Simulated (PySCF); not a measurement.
## Exercise with solution: chemical shift, span and skew from a shielding tensor

Al(NH2)3 (AlH₆N₃), SMILES [Al]([NH2])([NH2])[NH2]. Atoms are numbered in the order given.

```xyz
10

Al     0.0000     0.0000     0.0000
N     -1.7800     0.0000     0.0000
H     -2.3657    -0.8283     0.0000
H     -2.3657     0.8283     0.0000
N      0.8900     1.5415     0.0000
H      1.9002     1.6346     0.0000
H      0.4655     2.4629     0.0000
N      0.8900    -1.5415     0.0000
H      1.9002    -1.6346     0.0000
H      0.4655    -2.4629     0.0000
```

Geometry: B3LYP-D3(BJ)/def2-SVP. The geometry has at least one imaginary mode, so it is a saddle point at that level. One conformer was computed; it need not be the lowest.

GIAO shieldings from B3LYP/pcSseg-1 (PySCF), non-relativistic, no solvent. The symmetric part of the tensor of N2 has the principal values 230.5, 283.3, 293.9 ppm. The same nucleus in NH3 has σ = 265.5 ppm at this level (PySCF, at its B3LYP-D3(BJ)/def2-TZVP geometry).

Question: Work out the isotropic shielding, the ¹⁵N shift against NH3, the span and the skew.

Answer: 
σ(iso) = (σ11 + σ22 + σ33)/3 = 269.2 ppm. δ = σ(ref) − σ(iso) = 265.5 − (269.2) = -3.7 ppm.
Span Ω = σ33 − σ11 = 63.4 ppm. Skew κ = 3(σ(iso) − σ22)/Ω = -0.67. Tumbling in solution averages the tensor to δ; in a static solid the shielding alone would spread this spin-1/2 line over Ω.
